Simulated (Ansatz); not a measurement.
Li3N⁻, relaxed as a doublet with UKS PBE-D4/def2-TZVPD in Ansatz, starting from the GFN1-xTB geometry. Force threshold 0.02 eV/Å.

The highest occupied level of the charge -1 doublet lies above zero (up to 0.97 eV). By energy differences its removal costs 0.26 eV (vertical, to the charge 0 singlet, at PBE-D4/def2-TZVPD); a positive level beside a positive removal energy at the same level points to self-interaction error. The structure comes from a short search, and lower isomers may exist.

Start:

```xyz
4

Li   -0.0760    0.8481    1.0662
Li   -0.4424    0.5235   -1.1796
Li    1.1661   -0.7060   -0.0856
N    -0.6477   -0.6655    0.1989
```

(1) Estimate the energy that the relaxation releases and the steps that it takes.

(2) Does the start keep its bonding and symmetry?

(3) Predict the relaxed structure.

## Answers

(1) 17.4 kcal/mol, in 7 steps; 16 s on 4 threads of AMD EPYC 7571 on a shared host. The force fell under the threshold at step 5, but the optimiser went on. No frequencies were taken in this run, so the end may be a saddle point.

(2) By distances, no bond broke or formed, bridged metal pairs apart. The bond that changes most is Li3–N4, from 1.84 to 1.76 Å (atoms count from 1). Metal–metal contacts that move far: Li1–Li2 2.30 to 2.99 Å, Li1–Li3 2.30 to 2.99 Å, Li2–Li3 2.30 to 2.99 Å. The end is the same structure that another start reached. Point group C3v at the start, C3v at the end, both within 0.05 Å.

(3) 
```xyz
4

Li   -0.321    0.875    1.455
Li   -0.795    0.453   -1.466
Li    1.293   -1.145   -0.044
N    -0.177   -0.182    0.055
```
Bond lengths (bridged metal pairs left out): 3 × Li–N 1.76 Å.
